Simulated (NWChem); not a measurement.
**Dipole moment of HCu**

```xyz
2

Cu     0.0000     0.0000     0.0488
H      0.0000     0.0000    -1.4145
```
Charge 0, spin multiplicity 1.

The numbers come from NWChem runs, not from measurements. All single points use one geometry, from PBE/def2-SVP, a minimum by its harmonic frequencies.

Basis set: def2-SVPD. The CCSD dipole comes from the Λ equations, without orbital relaxation.

The correlated methods keep 9 core orbitals frozen. B3LYP has NWChem's definition, with VWN1-RPA local correlation. The structure started from a generated list of species. Coupled-cluster values serve here as a point of comparison, not as the truth.

```
method     dipole moment (D)
---------  -----------------
HF                      4.27
PBE                     2.61
BHandHLYP                ___
B3LYP                    ___
CCSD                     ___
```

### Question
Some entries are withheld; supply them.

### Answer

- BHandHLYP, dipole moment (D): 3.41
- B3LYP, dipole moment (D): 2.88
- CCSD, dipole moment (D): 3.57
